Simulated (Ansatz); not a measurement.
System: sum formula H3SiO, net charge 0, doublet state. It need not be the lowest isomer of its formula. 
Coordinates optimised at B3LYP-D3(BJ)/def2-TZVP (Ansatz, a program for electronic structure):
```
Si
O 1 1.6585
H 2 0.9610 1 118.01
H 1 1.4847 2 105.38 3 -170.63
H 1 1.4946 4 110.37 2 -119.93
```
Charge 0, spin multiplicity 2.

Atomisation energy built up term by term with Ansatz (kcal/mol; UHF references for open shells; valence terms freeze the core; atomic spin-orbit terms are left out). CBS(X,Y): correlation extrapolated as X^-3; Hartree-Fock from the larger set (for Q and 5 zeta extrapolated as (X+1)exp(-9√X)).

```
term                                            basis  kcal/mol
-----------------------  ----------------------------  --------
Hartree-Fock             CBS(cc-pV(Q+d)Z,cc-pV(5+d)Z)    265.22
CCSD correlation         CBS(cc-pV(Q+d)Z,cc-pV(5+d)Z)     95.51
(T)                      CBS(cc-pV(Q+d)Z,cc-pV(5+d)Z)      5.01
CCSDT - CCSD(T)                           cc-pV(D+d)Z      0.08
core correlation                            cc-pwCVTZ      0.06
scalar relativity (X2C)    cc-pVTZ-DK against cc-pVTZ     -0.91
sum: De                                                   365.0
```

(T) makes 1.4 % of the CCSD(T) atomisation energy; under 5 % is typical of single-reference molecules.
